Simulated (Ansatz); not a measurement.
Compare A (`[BH2][GeH2][OH]`) with its isomer B (`B[O][GeH3]`).

Program: Ansatz. Geometries: PBE0-D4/def2-TZVP. ΔE: electronic, gas phase. CCSD(T)/CBS is the MP2 limit (def2-TZVPP, def2-QZVPP) plus CCSD(T) − MP2 in def2-TZVPP, frozen cores. Functionals use def2-TZVPP. For Ge outer-core shells are correlated without core-valence functions, which leaves a few kJ/mol of doubt a bond. Scalar relativity is left out up to krypton. Each species was taken in one conformer, which may not be the lowest.

(1) Which isomer does CCSD(T)/CBS put lower? Give the gap. (An estimate is asked.)

(2) Give E(B) − E(A) in kJ/mol with PBE-D4, ωB97M-V, BLYP-D4, CCSD(T)/def2-TZVPP, CCSD/def2-TZVPP, MP2/def2-TZVPP, LDA (SPW92). (An estimate is asked.)

(3) Does the order hold for the free energy at 298.15 K (harmonic terms from PBE0-D4)? (Best estimate.)

Largest T1 diagnostic: 0.013.

## Answers

(1) The calculation gave: B, by 155.7 kJ/mol.

(2) Ansatz gave: PBE-D4 -154.2, ωB97M-V -162.7, BLYP-D4 -162.4, CCSD(T)/def2-TZVPP -160.3, CCSD/def2-TZVPP -159.2, MP2/def2-TZVPP -163.8, LDA (SPW92) -164.9. None reverses the order clearly.

(3) Computed: Yes: G(B) − G(A) = -155.3 kJ/mol, for one conformer each.

At CCSD(T), def2-SVP lies −30.1 kJ/mol from the extrapolated value and def2-TZVPP −4.6 kJ/mol. Leaving LDA and LC-ωPBE aside and taking each functional with its dispersion term where it has one, the values, not all of them listed here, spread over 15.6 kJ/mol, from CAM-B3LYP-D4 to revPBE-D4. LDA lies −11.0 kJ/mol from PBE without D4.
